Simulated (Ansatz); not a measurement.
Mulliken charges of C2H4BI, SMILES `C=CBI` from ωB97M-V/def2-TZVPP in Ansatz (PBE0-D4/def2-TZVP geometry).

```tsv
atom	x (Å)	y (Å)	z (Å)	charge (e)
C1	0.834	1.026	0.234	-0.133
C2	-0.276	0.402	-0.178	-0.139
B3	-0.380	-1.116	-0.053	-0.130
I4	-2.118	-2.150	-0.690	-0.017
H5	1.664	0.467	0.657	0.111
H6	0.959	2.103	0.168	0.123
H7	-1.086	0.996	-0.596	0.102
H8	0.495	-1.785	0.402	0.082
```

Task: By hand: the dipole of these point charges (1 e Å = 4.8032 D).

Result: Σ q r = (0.245, 0.255, 0.078) e Å, of length 0.362 e Å = 1.74 D.

Task: How does the dipole of the full density compare? (Estimate.)

Result: Computed: (0.270, 0.351, 0.078) e Å, 2.16 D; the point charges give 0.81 times that, at 7° from its direction.

Point charges leave out the atoms' own dipoles, such as those of lone pairs, and Mulliken's split depends on the basis, so the two needn't agree.
